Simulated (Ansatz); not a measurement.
One change: `OC[SeH]` becomes `C[SeH]`.

Ansatz, PBE0-D4/def2-TZVP geometries, multiplicity 1. Each molecule was computed in one conformer, which needn't be the lowest.

Scalar relativity is left out up to krypton. Spin–orbit coupling is left out; it splits and shifts lone-pair levels of the heavy atoms by tenths of an eV.

| property | `OC[SeH]` |
| --- | --- |
| zero-point energy (PBE0-D4/def2-TZVP) / kJ/mol | 131.7 |
| LUMO energy (B3LYP/def2-TZVPP) / eV | -0.40 |
| size of the dipole moment (PBE/def2-TZVPP) / D | 1.60 |
| ideal-gas entropy at 298 K and 1 bar (rigid rotor, harmonic PBE0-D4/def2-TZVP) / J/(mol·K) | 295 |
| HOMO energy (PBE/def2-TZVPP) / eV | -5.68 |
| size of the dipole moment (B3LYP/def2-TZVPP) / D | 1.62 |

Task: What does the change do to each property? (Best estimate.)

Result: The calculation gave: 
| property | `C[SeH]` | shift |
| --- | --- | --- |
| zero-point energy (PBE0-D4/def2-TZVP) / kJ/mol | 117.1 | -14.6 |
| LUMO energy (B3LYP/def2-TZVPP) / eV | -0.16 | 0.24 |
| size of the dipole moment (PBE/def2-TZVPP) / D | 1.39 | -0.21 |
| ideal-gas entropy at 298 K and 1 bar (rigid rotor, harmonic PBE0-D4/def2-TZVP) / J/(mol·K) | 267 | -28 |
| HOMO energy (PBE/def2-TZVPP) / eV | -5.32 | 0.36 |
| size of the dipole moment (B3LYP/def2-TZVPP) / D | 1.40 | -0.22 |

With PBE0 the HOMO rises by 0.37 eV and the LUMO rises by 0.23 eV, so the gap narrows by about 0.14 eV. PBE moves the HOMO by 0.36 eV and ωB97M-V by 0.38 eV. The zero-point energy changes by -14.6 kJ/mol with -3 modes. Dipoles are sizes alone; their direction can turn.

B3LYP here is the variant with VWN-RPA as its local correlation; programs differ in this.
